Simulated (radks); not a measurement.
Values are calculated unless marked as measured or tabulated.
Ba I, 56 electrons, occupied as [Xe] 6s1 5f1 (not the ground configuration). Code: a radial shooting solver on a logarithmic mesh with Libxc functionals. Model: Dirac Kohn-Sham, LDA (Slater exchange, Perdew-Wang correlation), spin-unpolarised, spherical densities, finite nucleus; open shells fill j = l - 1/2 first; Fermi nuclear charge, rms radius 4.8378 fm.

Normalised radial functions P(r) = r R(r) (large component), r in bohr:

r           5p3/2
0.005132   0.0086
0.008633   0.0214
0.01452    0.0501
0.02442    0.1039
0.04141    0.1735
0.06965    0.1768
0.1172    -0.0180
0.1986    -0.2757
0.3341    -0.0130
0.562      0.4272
0.9453    -0.1536
1.603     -0.8249
2.696     -0.4920
4.535     -0.0806
7.689     -0.0021
12.93     0.0000
21.75     0.0000
36.59     0.0000

5p3/2: eigenvalue -21.986 eV, 3 radial nodes at r = 0.113, 0.338, 0.869 bohr, <r> = 1.94 bohr, 90 % of the charge inside 2.84 bohr.
